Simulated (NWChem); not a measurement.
System: C₃H₆O; SMILES OC1CC1

```xyz
10

O     -0.0669    -1.4545    -0.1944
C     -0.0027    -0.2424     0.4729
C     -0.7660     0.8842    -0.1290
C      0.7403     0.9067    -0.1442
H      0.7781    -1.9008    -0.0750
H      0.0034    -0.3095     1.5708
H     -1.3031     1.5706     0.5306
H     -1.2690     0.6633    -1.0739
H      1.2279     0.7136    -1.1038
H      1.2688     1.6079     0.5078
```
Atoms are numbered in this order, from 1.

Results from NWChem. All runs use the structure optimised with PBE0/def2-SVP. Ions are spin-unrestricted doublets at the neutral geometry; other ion states weren't tried. Functional: LC-ωPBE (HJS hole) with def2-SVP; rows give the range parameter ω in 1/bohr.

For range parameter (1/bohr) 0.30:

vertical ionisation energy, ΔSCF (eV): 9.90
−ε(HOMO) (eV): 9.46

Problem. What are these values for range parameter (1/bohr) 0.40?

Solution. 
* **vertical ionisation energy, ΔSCF (eV)**: 10.11
* **−ε(HOMO) (eV)**: 10.17
